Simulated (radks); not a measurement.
Spherical jellium clusters: N electrons in a uniform positive sphere of charge N and radius rs N^(1/3), rs = 3.53 bohr. Calculated with a radial shooting solver with Libxc functionals: non-relativistic Kohn-Sham, LDA (Slater exchange, Perdew-Wang correlation), spin-polarised, spherical densities. Levels are named by radial order and angular momentum (1s, 1p, 1d, 2s, ...), and open shells are averaged over m.

N = 19, configuration 1s2 1p6 1d10 2s(up 1, down 0). This is the lowest configuration that the search found. Occupied and some empty levels:

level    occupation  eigenvalue (eV)  <r> (bohr)
1s up             1          -5.9022       5.670
1s down           1          -5.7387       5.955
1p up             3          -4.8094       6.955
1p down           3          -4.7456       7.013
1d up             5          -3.5226       7.844
1d down           5          -3.4795       7.848
2s up             1          -3.1297       6.644
2s down           0          -2.8275       6.813
1f up             0          -2.0715       8.680
1f down           0          -2.0297       8.675
2p up             0          -1.5289       8.573
2p down           0          -1.4062       8.842
1g up             0         -0.53729       9.767
1g down           0         -0.49452       9.783

Energy (eV): total -34.7477, kinetic 40.364, external -1229.3, Hartree 604.95, exchange-correlation -76.474, background 625.72.
